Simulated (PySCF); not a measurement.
glyoxal (C₂H₂O₂), singlet, geometry from GFN2-xTB; DF-BLYP/aug-cc-pVDZ run with PySCF.

Input for PySCF:
```python
from pyscf import gto, scf, dft
import numpy

mol = gto.Mole()
mol.atom = '''
    C     0.02026430    0.75833993    0.00748046
    C    -0.02026430   -0.75833993   -0.00748046
    O     1.03960208    1.38537393    0.03158832
    H    -0.97907997    1.22841153   -0.00597192
    O    -1.03960208   -1.38537393   -0.03158832
    H     0.97907997   -1.22841153    0.00597192
'''
mol.basis = 'aug-cc-pvdz'
mol.verbose = 4
mol.build()
print('smallest overlap eigenvalue', numpy.linalg.eigvalsh(mol.intor('int1e_ovlp'))[0])

mf = dft.RKS(mol)
mf.xc = 'blyp'
mf = mf.density_fit(auxbasis='def2-universal-jkfit')
mf.kernel()
```

Question: Write the output that PySCF gives for this input, abridged.

Answer: 
```
PySCF version 2.14.0

[INPUT] verbose = 4
[INPUT] num. atoms = 6
[INPUT] num. electrons = 30
[INPUT] charge = 0
[INPUT] spin (= nelec alpha-beta = 2S) = 0
[INPUT] symmetry False subgroup None
[INPUT] Mole.unit = angstrom
[INPUT] Symbol           X                Y                Z      unit          X                Y                Z       unit  Magmom
[INPUT]  1 C      0.020264300000   0.758339930000   0.007480460000 AA    0.038293977106   1.433054777022   0.014136020686 Bohr   0.0
[INPUT]  2 C     -0.020264300000  -0.758339930000  -0.007480460000 AA   -0.038293977106  -1.433054777022  -0.014136020686 Bohr   0.0
[INPUT]  3 O      1.039602080000   1.385373930000   0.031588320000 AA    1.964563209728   2.617977307812   0.059693273535 Bohr   0.0
[INPUT]  4 H     -0.979079970000   1.228411530000  -0.005971920000 AA   -1.850192997347   2.321361359958  -0.011285293238 Bohr   0.0
[INPUT]  5 O     -1.039602080000  -1.385373930000  -0.031588320000 AA   -1.964563209728  -2.617977307812  -0.059693273535 Bohr   0.0
[INPUT]  6 H      0.979079970000  -1.228411530000   0.005971920000 AA    1.850192997347  -2.321361359958   0.011285293238 Bohr   0.0

nuclear repulsion = 102.22683584239
number of shells = 42
number of NR pGTOs = 162
number of NR cGTOs = 110
basis = aug-cc-pvdz
ecp = {}
smallest overlap eigenvalue 0.00012129726176874102

******** <class 'pyscf.df.df_jk.DFRKS'> ********
method = DFRKS
initial guess = minao
damping factor = 0
level_shift factor = 0
DIIS = <class 'pyscf.scf.diis.CDIIS'>
diis_start_cycle = 1
diis_space = 8
diis_damp = 0
SCF conv_tol = 1e-09
SCF conv_tol_grad = None
SCF max_cycles = 50
direct_scf = False
XC library pyscf.dft.libxc version 7.1.2
    S. Lehtola, C. Steigemann, M. J. T. Oliveira, and M. A. L. Marques,  SoftwareX 7, 1–5 (2018)
XC functionals = blyp
    A. D. Becke,  Phys. Rev. A 38, 3098 (1988)
    C. Lee, W. Yang, and R. G. Parr,  Phys. Rev. B 37, 785 (1988)
    B. Miehlich, A. Savin, H. Stoll, and H. Preuss,  Chem. Phys. Lett. 157, 200 (1989)
radial grids:
    Treutler-Ahlrichs [JCP 102, 346 (1995); DOI:10.1063/1.469408] (M4) radial grids

becke partition: Becke, JCP 88, 2547 (1988); DOI:10.1063/1.454033
pruning grids: <function nwchem_prune>
grids dens level: 3
symmetrized grids: False
atomic radii adjust function: <function treutler_atomic_radii_adjust>
small_rho_cutoff = 0
Set gradient conv threshold to 3.16228e-05
Initial guess from minao.
tot grids = 76016
init E= -228.307927283819
  HOMO = -0.292788365949146  LUMO = -0.184271164701676  gap/eV = 2.95290
cycle= 1 E= -227.59309617092  delta_E= 0.715  |g|= 1.05  |ddm|= 3.81
  HOMO = -0.108101877291329  LUMO = -0.0459437688180491  gap/eV = 1.69141
cycle= 2 E= -225.835797610841  delta_E= 1.76  |g|= 3.07  |ddm|= 3.36
  HOMO = -0.214734289063344  LUMO = -0.136652093764633  gap/eV = 2.12472
cycle= 3 E= -227.806876952531  delta_E= -1.97  |g|= 0.136  |ddm|= 2.86
  HOMO = -0.242047910345498  LUMO = -0.169483293887954  gap/eV = 1.97458
cycle= 4 E= -227.809208289533  delta_E= -0.00233  |g|= 0.0981  |ddm|= 0.309
  HOMO = -0.229586053587731  LUMO = -0.155366428385066  gap/eV = 2.01962
cycle= 5 E= -227.811765666107  delta_E= -0.00256  |g|= 0.00889  |ddm|= 0.129
  HOMO = -0.229787287901471  LUMO = -0.155602129063718  gap/eV = 2.01868
cycle= 6 E= -227.811783333546  delta_E= -1.77e-05  |g|= 0.000982  |ddm|= 0.00845
  HOMO = -0.229918665315262  LUMO = -0.155704175738934  gap/eV = 2.01948
cycle= 7 E= -227.811783517557  delta_E= -1.84e-07  |g|= 0.000108  |ddm|= 0.001
  HOMO = -0.229918692557401  LUMO = -0.155700770292272  gap/eV = 2.01957
cycle= 8 E= -227.811783519768  delta_E= -2.21e-09  |g|= 3.4e-05  |ddm|= 0.000103
  HOMO = -0.229918240128742  LUMO = -0.155700107614565  gap/eV = 2.01958
cycle= 9 E= -227.811783520016  delta_E= -2.48e-10  |g|= 1.71e-06  |ddm|= 2.72e-05
  HOMO = -0.229918526573135  LUMO = -0.155700291339826  gap/eV = 2.01958
Extra cycle  E= -227.811783520013  delta_E= 3.81e-12  |g|= 5.12e-06  |ddm|= 4.56e-06
converged SCF energy = -227.811783520013
```
